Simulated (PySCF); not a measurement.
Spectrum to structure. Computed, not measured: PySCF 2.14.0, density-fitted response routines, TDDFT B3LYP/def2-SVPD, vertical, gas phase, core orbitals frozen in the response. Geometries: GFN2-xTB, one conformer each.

```json
{"state": "S1", "E (eV)": "2.84", "λ (nm)": "436.3", "f": "0.0014"}
{"state": "S2", "E (eV)": "3.38", "λ (nm)": "367.4", "f": "0.0007"}
{"state": "S3", "E (eV)": "4.43", "λ (nm)": "280.0", "f": "0.039"}
{"state": "S4", "E (eV)": "4.76", "λ (nm)": "260.2", "f": "0.0000"}
{"state": "S5", "E (eV)": "5.15", "λ (nm)": "240.7", "f": "0.236"}
{"state": "S6", "E (eV)": "5.17", "λ (nm)": "239.6", "f": "0.0000"}
{"state": "S7", "E (eV)": "5.41", "λ (nm)": "229.2", "f": "0.0006"}
{"state": "S8", "E (eV)": "5.75", "λ (nm)": "215.5", "f": "0.365"}
```

Triplets computed (Tamm–Dancoff): 2.26, 3.03, 3.46 eV.

Task: Which structure fits?
A. `C#Cc1cc(C#N)cnn1`
B. `C#Cc1cncc(C#N)n1`
C. `C[C@@H](C#N)c1nccs1`

Result: A. Its S1, at 2.84 eV, is the lowest among the candidates; the nearest of the others has S1 at 3.82 eV. S1 is HOMO→LUMO (100%). Löwdin shares by element: HOMO nitrogen 78% or more, carbon 15% or more; LUMO nitrogen 32% or more, carbon 28% or more (atoms not listed hold the other 40%). At the same level the other candidates give, for their lowest levels:
- `C#Cc1cncc(C#N)n1`: 3.82 eV (f 0.003); 4.04 eV (f 0.000); 4.47 eV (f 0.138); 4.84 eV (f 0.000); 5.03 eV (f 0.250); T1 3.21 eV; HOMO -7.89, LUMO -2.86 eV
- `C[C@@H](C#N)c1nccs1`: 5.28 eV (f 0.001); 5.37 eV (f 0.102); 5.85 eV (f 0.001); 6.25 eV (f 0.046); 6.56 eV (f 0.001); T1 3.74 eV; HOMO -7.31, LUMO -1.49 eV
